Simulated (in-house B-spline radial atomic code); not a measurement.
Ionising Cd²⁺ with different functionals

Computed with a B-spline radial code for spherical atoms: scalar-relativistic (spin-free X2C) Hamiltonian, Fermi nucleus of rms radius 4.6087 fm, spin-polarised at highest spin, spherical fractional occupations for the functionals, and exact exchange of hybrids averaged over the configuration. The ionisation energy is the difference of two self-consistent energies, [Kr] 4d10 → [Kr] 4d9, without Breit or QED terms; ε is the level of the shell that loses the electron (its least bound occupied spin orbital). There is no spin-orbit coupling in this Hamiltonian.

```
   method                    rung  ΔSCF (eV)  -ε(4d) (eV)
     PBE0           global hybrid      37.67        32.61
    B3LYP           global hybrid      37.78        32.26
    TPSSh           global hybrid      37.68        31.24
BHandHLYP           global hybrid      37.44        34.71
  r2SCAN0           global hybrid      37.88        32.86
    B97-1           global hybrid      37.63        32.18
    HSE06  range-separated hybrid      37.66        32.19
    wB97X  range-separated hybrid      37.47        35.05
CAM-B3LYP  range-separated hybrid      37.70        34.15
  LC-wPBE  range-separated hybrid      37.59        35.37
```

Among the functionals, which spreads more, the ΔSCF values or the orbital energies?

The orbital energies: ΔSCF values span about 0.44 eV and the orbital energies 4.13 eV; here energy differences depend much less on the functional than eigenvalues do.

How do they compare with the NIST value?

NIST lists 37.47 eV ± 0.006 (measured, ground level to ground level). Errors run from -0.03 to +0.41 eV; wB97X is closest (+0.01 eV), but part of that can be cancellation, since the calculations leave out spin-orbit coupling, Breit-QED terms, multiplet and fine-structure energies.
